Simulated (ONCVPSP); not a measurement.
# PBEsol ONCV dataset for carbon, scalar-relativistic all-electron reference.

carbon (C), optimised norm-conserving Vanderbilt (ONCV), made with ONCVPSP 4.0.1 (PBEsol, scalar-relativistic). Core [He], reference 2s2 2p2. Waves: 2s: rc 1.05 bohr, ncon 4, nbas 8, qcut 7.7 1/bohr, 3 projectors, debl 1.3 Ha; 2p: rc 2.30 bohr, ncon 3, nbas 8, qcut 5.5 1/bohr, 1 projector; d scattering state at 0.03 Ha: rc 1.75 bohr, ncon 3, nbas 6, qcut 6 1/bohr, 2 projectors, debl 2.4 Ha. Local part: polynomial inside 0.80 bohr (lpopt 5, dvloc0 1 Ha). Core correction: Teter function, fcfact 2.5, rcfact 1.75.

Question: Does the generator finish with these settings?

Answer: Yes, a potential is produced and its reference levels are reproduced.

Question: Estimate the cutoffs (Ha) at which the residual kinetic energy of the hardest occupied pseudo-wave falls to 1 and 0.1 mHa per electron.

Answer: 21 Ha and 27 Ha.

Question: Does the potential have ghost states?

Answer: Ghosts flagged at negative energy: s at -210.1 eV; GHOST(+) flags only above 600 eV. A true bound ghost makes a file unfit for plane-wave use.

Question: Which valence shell sets the plane-wave cutoff?

Answer: 2s: 21 Ha for 1 mHa per electron, against 10 Ha for 2p.

Question: Tests: 2s2 2p1; 2s2 2p0; 2s1 2p0; 2s2 2p1.5. Which has the largest error in its energy relative to the reference configuration, and how large is it?

Answer: 2s1 2p0, with +1042 meV (all-electron minus pseudo) on +82.77 eV.
